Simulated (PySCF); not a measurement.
## `C=C[C@@H](C=O)C(=O)OC`, C6H8O3

Molfile (atoms numbered from 1):
```
C6H8O3
     RDKit          3D

 17 16  0  0  0  0  0  0  0  0999 V2000
   -2.4422   -0.6146    1.1351 C   0  0  0  0  0  0  0  0  0  0  0  0
   -1.6400    0.3259    0.6763 C   0  0  0  0  0  0  0  0  0  0  0  0
   -0.6393    0.1026   -0.4248 C   0  0  1  0  0  0  0  0  0  0  0  0
   -1.1146    0.8733   -1.6405 C   0  0  0  0  0  0  0  0  0  0  0  0
   -1.4047    0.3762   -2.6870 O   0  0  0  0  0  0  0  0  0  0  0  0
    0.7058    0.6859   -0.0135 C   0  0  0  0  0  0  0  0  0  0  0  0
    0.8726    1.8214    0.3399 O   0  0  0  0  0  0  0  0  0  0  0  0
    1.6657   -0.2277   -0.1210 O   0  0  0  0  0  0  0  0  0  0  0  0
    2.9868    0.1832    0.2175 C   0  0  0  0  0  0  0  0  0  0  0  0
   -3.1466   -0.4166    1.9240 H   0  0  0  0  0  0  0  0  0  0  0  0
   -2.4307   -1.6174    0.7418 H   0  0  0  0  0  0  0  0  0  0  0  0
   -1.6564    1.3319    1.0717 H   0  0  0  0  0  0  0  0  0  0  0  0
   -0.5321   -0.9562   -0.6690 H   0  0  0  0  0  0  0  0  0  0  0  0
   -1.1782    1.9609   -1.4602 H   0  0  0  0  0  0  0  0  0  0  0  0
    3.1290    0.1189    1.2978 H   0  0  0  0  0  0  0  0  0  0  0  0
    3.1545    1.2120   -0.1055 H   0  0  0  0  0  0  0  0  0  0  0  0
    3.6632   -0.4981   -0.2926 H   0  0  0  0  0  0  0  0  0  0  0  0
  1  2  2  0
  2  3  1  0
  3  4  1  0
  4  5  2  0
  3  6  1  0
  6  7  2  0
  6  8  1  0
  8  9  1  0
  1 10  1  0
  1 11  1  0
  2 12  1  0
  3 13  1  6
  4 14  1  0
  9 15  1  0
  9 16  1  0
  9 17  1  0
M  END
```

The calculation used PySCF, GIAO CAM-B3LYP/pcSseg-1 magnetisability, rotational g tensor and spin-rotation constants, non-relativistic, gas phase. Geometry: GFN2-xTB.

Q: Give the nuclear spin-rotation constants along the inertial axes (H = +C I·J) beside the isotropic shieldings.

A: Rotational constants 2.1947, 1.1240, 0.9071 GHz. A star marks the isotopologue with that one atom substituted, in its own axes.
```tsv
atom	isotope	Caa (kHz)	Cbb (kHz)	Ccc (kHz)	mean (kHz)	σ (ppm)
H10	1H	-0.141	0.015	-0.070	-0.065	26.2
H11	1H	-0.234	-0.115	0.072	-0.092	26.2
H12	1H	-0.241	-0.099	0.077	-0.088	25.3
H13	1H	-0.256	-0.130	0.063	-0.108	28.0
H14	1H	-0.185	-0.090	0.096	-0.060	22.2
H15	1H	-0.196	0.034	-0.096	-0.086	28.1
H16	1H	-0.185	-0.077	0.006	-0.085	27.1
H17	1H	-0.157	-0.090	-0.011	-0.086	28.0
C1	13C*	0.474	0.344	0.374	0.397	55.6
C2	13C*	0.500	0.373	0.398	0.424	43.1
C3	13C*	0.499	0.261	0.208	0.323	111.3
C4	13C*	0.673	0.486	0.480	0.546	-17.4
O5	17O*	-0.635	-0.870	-0.722	-0.742	-363.1
C6	13C*	1.180	0.301	0.327	0.603	5.2
O7	17O*	-1.113	-0.063	-0.584	-0.586	-93.0
O8	17O*	-0.592	-0.145	-0.200	-0.312	144.2
C9	13C*	0.320	0.234	0.213	0.255	130.9
```
For the geometry as given, no vibrational averaging.
